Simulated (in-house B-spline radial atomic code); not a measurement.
Whole-atom quantities along the 10-electron series, configuration [He] 2s2 2p6. Computed with a B-spline radial code for spherical atoms: non-relativistic Hartree-Fock, average of the configuration, point nuclei.

This level leaves out relativity, spin-orbit splitting included, which matters for heavy ions.

```tsv
ion	Z	E/Z² (Eh)	Σ<r²> (bohr²)	n(0)/Z³ (bohr⁻³)	Lamb diamagnetic shielding (ppm)	repulsion over attraction
Sn40+	50	-1.8308	0.12809	0.69182	3394.36	0.042591
Sb41+	51	-1.834	0.12268	0.69227	3465.36	0.041782
Te42+	52	-1.8371	0.1176	0.69271	3536.37	0.041003
I43+	53	-1.8401	0.11284	0.69313	3607.37	0.040252
Xe44+	54	?	?	?	?	?
Cs45+	55	?	?	?	?	?
Ba46+	56	-1.8483	0.10016	0.69431	3820.38	0.038156
La47+	57	-1.8509	0.096407	0.69467	3891.38	0.037505
Ce48+	58	?	?	?	?	?
Pr49+	59	-1.8558	0.089506	0.69537	4033.39	0.036268
Nd50+	60	-1.8581	0.086331	0.6957	4104.39	0.035679
Pm51+	61	-1.8604	0.083321	0.69602	4175.39	0.035109
Sm52+	62	-1.8626	0.080467	0.69633	4246.4	0.034557
Eu53+	63	-1.8647	0.077756	0.69664	4317.4	0.034021
Gd54+	64	-1.8668	0.075181	0.69693	4388.4	0.033503
Tb55+	65	-1.8687	0.072731	0.69721	4459.41	0.032999
Dy56+	66	-1.8707	0.070399	0.69749	4530.41	0.032511
Ho57+	67	-1.8726	0.068178	0.69776	4601.41	0.032037
```

Q: Fill in the row of Xe44+.

A: E/Z² (Eh): -1.8429; Σ<r²> (bohr²): 0.10836; n(0)/Z³ (bohr⁻³): 0.69354; Lamb diamagnetic shielding (ppm): 3678.37; repulsion over attraction: 0.039529.

Q: Fill in the row of Cs45+.

A: E/Z² (Eh): -1.8457; Σ<r²> (bohr²): 0.10414; n(0)/Z³ (bohr⁻³): 0.69393; Lamb diamagnetic shielding (ppm): 3749.38; repulsion over attraction: 0.03883.

Q: Fill in the row of Ce48+.

A: E/Z² (Eh): -1.8534; Σ<r²> (bohr²): 0.09286; n(0)/Z³ (bohr⁻³): 0.69503; Lamb diamagnetic shielding (ppm): 3962.39; repulsion over attraction: 0.036876.

Q: With what power of Z does the column «Σ<r²> (bohr²)» change over this range?

A: A fit of the logarithm of its size against log Z from Z = 50 to 67 has slope -2.15. Unscreened non-relativistic hydrogenic orbitals would give -2.
